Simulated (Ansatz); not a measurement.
Basis sets compared for the cluster Pd4H3. Total charge 0; doublet. Geometry B3LYP-D4/def2-SVP. Ansatz on 4 threads of Intel Xeon Platinum 8259CL on a shared host; times are rough, and most runs start from earlier orbitals.

Cartesian coordinates in Å:
```
Pd 1.378 0.453 -0.627
Pd -1.120 -0.107 -0.452
Pd 0.536 -1.001 1.440
Pd -0.088 1.523 1.634
H 1.590 -0.876 -1.322
H -1.427 1.295 0.754
H -0.869 -1.287 -1.426
```

In the def2 sets Pd takes a core potential; there is no spin–orbit coupling. Another isomer (doublet) lies 0.73 eV lower at PBE0-D4/def2-TZVP; other spin states weren't run for this one.

Binding counts from free atoms (Pd singlet, H doublet) in the same basis, without a counterpoise term.

| level | functions | energy (Eh) | HOMO (eV) | LUMO (eV) | binding per atom (eV) | wall time |
| --- | --- | --- | --- | --- | --- | --- |
| PBE-D4/def2-SVP | 139 | -513.4312 | -4.62 | -4.31 | 2.12 | 4.6 s |
| PBE0-D4/def2-SVP | 139 | -513.2713 | -5.78 | -3.18 | 1.83 | 7.5 s |

**Question.** Estimate the rows for PBE-D4/def2-TZVP (with forces), PBE0-D4/def2-TZVP.

**Answer.** 
```
                         level  functions  energy (Eh)  HOMO (eV)  LUMO (eV)  binding per atom (eV)  wall time
PBE-D4/def2-TZVP (with forces)        178    -513.5716      -4.60      -4.31                   2.14      6.5 s
             PBE0-D4/def2-TZVP        178    -513.4058      -5.75      -3.15                   1.84       11 s
```
